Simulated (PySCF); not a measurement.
## H₂MoO₂ + Cl₂ → MoOCl₂ + H₂O

Level: PBE0 in the def2-TZVP basis family, computed in PySCF with density fitting; scalar-relativistic core potentials for atoms from Rb on, none lighter, no spin–orbit coupling; open shells unrestricted.

| species | state and structure | E (Eh) | ZPE (kJ/mol) | H(298 K) − H(0) (kJ/mol) | S° (J/(mol K)) |
| --- | --- | --- | --- | --- | --- |
| H₂MoO₂ | singlet, C2v, Mo–H 1.716 Å (×2), Mo–O 1.663 Å (×2); H–Mo–H 119.8°, H–Mo–O 107.0° (×4), O–Mo–O 108.8° | -219.78889 | 53.4 | 12.5 | 274.4 |
| Cl₂ | singlet, D∞h, Cl–Cl 1.982 Å | -920.08940 | 3.5 | 9.1 | 222.5 |
| MoOCl₂ | triplet, C2v, Mo–Cl 2.265 Å (×2), Mo–O 1.646 Å; Cl–Mo–Cl 119.9°, Cl–Mo–O 120.0° (×2) | -1063.63866 | 14.0 | 16.8 | 337.9 |
| H₂O | singlet, C2v, O–H 0.960 Å (×2); H–O–H 105.1° | -76.37736 | 56.5 | 9.9 | 188.7 |

Task: What is the electronic reaction energy?

Result: At PBE0/def2-TZVP, ΔE = -361.6 kJ/mol from the differences of the total energies times 2625.5, downhill. 

Task: Add zero-point, thermal and entropy terms for 298.15 K and 1 bar.

Result: ΔZPE = 13.6 and Δ[H(298) − H(0)] = 5.1 kJ/mol give ΔH° = -342.9 kJ/mol. ΔS° = 29.7 J/(mol K), so ΔG° = -342.9 − 298.15 × (0.0297) = -352 kJ/mol.

Open d or f shells are single determinants, so the state found may not be the ground state. Each species is the lowest minimum found with this bonding; other isomers or fragments can lie lower.
